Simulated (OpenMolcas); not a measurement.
B2+: CASPT2 settings compared

```json
{"Program": "OpenMolcas", "Basis": "ANO-RCC-VQZP [5s4p3d2f1g]", "Scalar Hamiltonian": "DKH2, point nucleus", "Active space": "1 electron in 4 orbitals (2s 2p)", "State averaging": "2S+1 = 2 even, 1 root; 2S+1 = 2 odd, 3 roots", "Spin-orbit coupling": "state interaction with AMFI integrals over the reference wave functions, term energies averaged over their components"}
```

Methods on the same reference wave functions:
A. CASSCF
B. SS-CASPT2, IPEA 0.15 Eh, no level shift (closed shells correlated: 1s)
C. XMS-CASPT2, IPEA 0.1 Eh, imaginary shift 0.3 Eh (closed shells correlated: 1s)

Energies in cm⁻¹ above 2s ²S_1/2, the measured ground level; measured values from Moore, Atomic Energy Levels, vol. I, NSRDS-NBS 35 (1971 reprint of NBS Circular 467, 1949).

```tsv
Level	A	B	C	Measured
2s ²S_1/2	0.0	0.0	0.0	0.0
2p ²P°_1/2	48887	48553	48542	48358
2p ²P°_3/2	48917	48584	48572	48393
```

Deviations, from unrounded energies. A percentage is the sum of absolute deviations over the sum of measured energies, with the sign that they share, or ± where signs differ.

```tsv
Against measurement	Levels	A	B	C
mean absolute deviation (cm-1)	2	530	190	180
other configurations (%)	2	+1.1	+0.4	+0.4
```

B, C lie about equally close to measurement and A furthest from it. The largest miss of C in the table is 2p ²P°_1/2, by +180 cm-1. The ranking rests on the paired levels alone, and a cruder setting can come out closer through cancelling errors.

Between B and C the level of the table that moves most is 2p ²P°_1/2, by 12 cm-1 (lowest in C, highest in B).

The lowest spin-free term lies below A's lowest term by 0.036 hartree in B, 0.036 hartree in C.

With one active electron the reference holds no correlation, so core polarisation is missing (holds for A). With one active electron, CASPT2 adds the correlation within the correlated inactive shells and between them and that electron, and leaves the splitting within a term as the reference gives it (holds for B; C). Measured partners are found by configuration, term and J. A level has none where our copy of the source lacks it or the pairing is in doubt (some pairs that miss far off the trend of their configuration count as doubtful), and it then counts in no deviation. Only configurations of the active space appear.

° marks odd parity.
